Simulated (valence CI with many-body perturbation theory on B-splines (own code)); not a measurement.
Mo²⁺: electric-dipole lines

Level of theory: configuration interaction combined with many-body perturbation theory (CI+MBPT): four valence electrons over a frozen Dirac-Fock core [Kr], a basis of 7 s, 7 p, 8 d, 6 f, 4 g, 1 h functions for each j, with the one-electron correlation potential Σ1, the two-electron term Σ2, the three-electron term Σ3, Breit, model QED; selected CI, second order for the rest, scaled by the run's own slope (own B-spline code, finite nucleus).

Against 67 measured levels this calculation errs by 561 cm⁻¹ on average and by 1275 at most. These come from a selection out of Sugar and Musgrove, J. Phys. Chem. Ref. Data 17, 155 (1988). Levels without a partner in it may be off by more, other configurations by 1,000 to 8,000 cm⁻¹. Among the levels kept, up to 470 cm⁻¹ of a level comes from second order outside the variational space, and about a tenth of that is noise between levels of different J, which matters for small intervals.

Lines 151 to 200 of 592 in falling wavelength, among levels below 124753 cm⁻¹, chosen from the strongest by gf and those to the six lowest levels. Wavelengths and rates use the calculated energies, so an error of 600 cm⁻¹ moves a line at 228.4 nm by 1.4 % and its rate by three times that or more. Electric multipoles are in the length gauge, E1 and E2 with the static RPA response of the core. Weak lines are less certain than strong ones. Lines between different terms over intervals too small for the method are left out, as are lines whose strength nearly cancels. Where a level lies close to another of its J and parity, the split of strength between their lines is uncertain. The highest levels of a list are the least certain.

Names give the largest LS component (configuration and term), which can be under half, so a name can repeat, a term be missing and a line seem to break the LS rules; names also repeat where a configuration has a term twice. Letters in brackets count levels of one name in rising energy.

```csv
λ vac (nm),λ from measured levels,Upper,Lower,A (s⁻¹),log gf,Branch %
230.8,,4d3 5p 3D°_3 [a],4d3 5s 5F_4,2.00e+08,0.05,23.6
230.5,,4d3 5p 5D°_0 [b],4d3 5s 5P_1,2.21e+08,-0.75,70.6
230.3,,4d3 5p 3D°_3 [f],4d3 5s 3D_2 [a],4.59e+07,-0.59,4.8
230.1,,4d3 5p 3D°_3 [f],4d3 5s 3D_3 [a],9.51e+07,-0.28,10.0
229.9,,4d3 5p 3F°_3 [d],4d3 5s 3D_2 [b],2.99e+08,0.22,35.7
229.8,,4d3 5p 3G°_3 [c],4d3 5s 3G_3,2.18e+08,0.08,19.6
229.6,,4d3 5p 3G°_5 [b],4d3 5s 3G_4,3.99e+07,-0.46,3.6
229.5,,4d3 5p 3S°_1 [a],4d3 5s 3P_1 [a],9.35e+07,-0.65,8.6
229.3,,4d3 5p 3S°_1 [a],4d3 5s 3P_0 [a],7.64e+07,-0.74,7.0
229.3,,4d3 5p 3H°_4 [b],4d3 5s 3G_5,1.01e+08,-0.15,8.7
229.2,,4d3 5p 3G°_4 [d],4d3 5s 3F_3 [b],3.01e+08,0.33,42.0
228.5,,4d3 5p 3F°_2 [b],4d3 5s 3G_3,1.74e+08,-0.17,20.3
228.4,225.4,4d3 5p 5F°_4,4d3 5s 5F_5,2.77e+08,0.29,27.8
228.4,,4d3 5p 1D°_2 [b],4d3 5s 1P_1,1.08e+08,-0.37,7.8
228.1,,4d3 5p 1H°_5 [b],4d3 5s 1G_4,8.28e+07,-0.15,4.9
228.0,,4d3 5p 3F°_3 [b],4d3 5s 3G_4,1.14e+08,-0.21,13.2
227.7,,4d3 5p 3D°_3 [g],4d3 5s 3F_2 [b],2.76e+07,-0.82,3.0
227.5,,4d3 5p 1P°_1 [b],4d3 5s 1P_1,2.10e+08,-0.31,22.8
227.5,,4d3 5p 3H°_4 [b],4d3 5s 3G_4,5.10e+07,-0.45,4.4
227.4,,4d3 5p 1G°_4 [b],4d3 5s 3H_4,2.50e+07,-0.76,3.4
227.3,,4d3 5p 3G°_3 [d],4d3 5s 3D_3 [a],2.93e+07,-0.80,2.3
227.3,,4d3 5p 5P°_3,4d3 5s 5P_2,3.91e+07,-0.67,2.9
226.9,,4d3 5p 3D°_3 [g],4d3 5s 3F_3 [b],5.42e+07,-0.53,5.8
226.8,,4d3 5p 1P°_1 [a],4d3 5s 3P_1 [a],7.17e+07,-0.78,5.6
226.7,,4d3 5p 1D°_2 [d],4d3 5s 3D_1 [b],5.64e+07,-0.66,7.2
226.6,,4d3 5p 3S°_1 [b],4d3 5s 3P_2 [b],2.10e+08,-0.32,20.9
226.4,,4d3 5p 3G°_5 [d],4d3 5s 3F_4 [b],3.38e+08,0.46,47.5
226.4,,4d2 5s 5p 5G°_2,4d3 5s 3D_1 [b],3.90e+07,-0.82,9.1
226.1,,4d3 5p 5D°_2 [b],4d3 5s 5P_2,6.31e+07,-0.62,12.0
226.0,,4d3 5p 3D°_3 [g],4d3 5s 3F_4 [b],1.92e+08,0.01,20.6
226.0,,4d3 5p 3H°_4 [b],4d3 5s 3G_3,6.38e+07,-0.36,5.5
225.8,,4d3 5p 1H°_5 [a],4d3 5s 3F_4 [a],2.07e+07,-0.76,4.1
225.7,,4d3 5p 5D°_4 [a],4d3 5s 5F_5,7.85e+07,-0.27,7.4
225.4,,4d3 5p 3P°_2 [c],4d3 5s 3D_3 [a],1.08e+08,-0.38,9.6
224.9,,4d3 5p 5D°_2 [b],4d3 5s 5P_1,2.08e+08,-0.10,39.5
224.8,,4d3 5p 3F°_4 [e],4d3 5s 3D_3 [b],3.43e+08,0.37,44.3
224.7,,4d3 5p 3P°_1 [c],4d3 5s 3D_2 [a],1.90e+08,-0.36,18.1
224.5,,4d3 5p 5D°_3,4d3 5s 5P_2,2.85e+08,0.18,46.7
223.9,221.2,4d3 5p 5F°_5,4d3 5s 5F_5,2.25e+08,0.27,32.5
223.9,220.9,4d3 5p 5F°_4,4d3 5s 5F_4,3.62e+07,-0.61,3.6
223.5,,4d3 5p 3D°_2 [e],4d3 5s 3F_2 [b],5.81e+07,-0.66,6.1
223.5,,4d3 5p 3D°_2 [c],4d3 5s 3P_2 [a],3.96e+07,-0.83,3.6
223.3,,4d3 5p 3P°_1 [a],4d3 5s 5P_1,1.37e+08,-0.51,24.8
223.3,,4d3 5p 3H°_5 [b],4d3 5s 3G_4,9.93e+07,-0.09,9.2
223.3,,4d3 5p 3G°_3 [b],4d3 5s 5P_2,4.20e+07,-0.66,4.3
222.7,,4d3 5p 3D°_2 [e],4d3 5s 3F_3 [b],2.43e+08,-0.04,25.4
222.7,,4d3 5p 3H°_6 [b],4d3 5s 3G_5,1.64e+08,0.20,14.9
221.9,,4d3 5p 5D°_4 [b],4d3 5s 5P_3,3.61e+08,0.38,79.7
221.5,,4d3 5p 3G°_5 [c],4d3 5s 3H_6,1.41e+08,0.06,9.2
221.2,,4d3 5p 5D°_4 [a],4d3 5s 5F_4,1.94e+08,0.11,18.2
```
